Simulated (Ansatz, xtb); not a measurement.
# Ranking isomers of GeH5NSe

4 gas-phase structures of GeH5NSe, found in a search over its isomers (lower ones may exist). Each was relaxed with GFN2-xTB:

A. `[GeH3][NH][SeH]`, a singlet
B. `N[Se][GeH3]`, a singlet
C. `[NH2][GeH2][SeH]`, a singlet
D. a singlet given by its coordinates

D (Å):

```xyz
8

Ge    0.7412    0.0292    1.4868
N    -1.4407   -0.4605    2.1488
Se    0.1760   -0.4375   -0.8032
H    -1.7108   -1.1924    1.5009
H    -2.0924    0.3102    2.0477
H    -1.4979   -0.8270    3.0914
H     0.9271   -1.5671    1.7258
H     0.1320    0.9371   -1.2156
```

Close contacts (Å): Ge1–N2 2.33, Ge1–Se3 2.40, Ge1–H7 1.62, N2–H4 1.01, N2–H5 1.01, N2–H6 1.01, Se3–H8 1.44.

Problem. Which do you expect lowest at r2SCAN-D4/def2-SVP, and how would the others follow?

Solution. Calculated order at r2SCAN-D4/def2-SVP: D (0.0), C (7.5), B (99.8), A (152.6) kJ/mol.

Energies above the lowest of each column, in kJ/mol; the last columns are at PBE0-D3(BJ)/def2-SVP geometries and were run for some of them only (a dash: not run or not comparable):

```csv
structure,GFN2-xTB,HF/STO-3G,r2SCAN-D4/def2-SVP,PBE0-D3(BJ)/def2-SVP,CCSD(T)/def2-TZVP
D,0.0,165.2,0.0,–,–
C,39.3,0.0,7.5,0.0,0.0
B,99.9,59.0,99.8,96.6,98.8
A,159.5,119.9,152.6,149.1,148.4
```

CCSD(T)/def2-TZVP puts C lowest of those it was run on; GFN2-xTB picks D, r2SCAN-D4/def2-SVP picks D. Flexible structures stand in one conformer each, not always the lowest. Frequencies (PBE0-D3(BJ)/def2-SVP) were run for A, B, C alone.

Over these structures GFN2-xTB departs from r2SCAN-D4/def2-SVP by 11.1 kJ/mol on average once a common shift is removed. A GFN2-xTB relaxation took about 0.8 s and the r2SCAN-D4/def2-SVP energy about 3.9 s on a shared host (Ansatz 0.2.0, xtb 6.7.1).
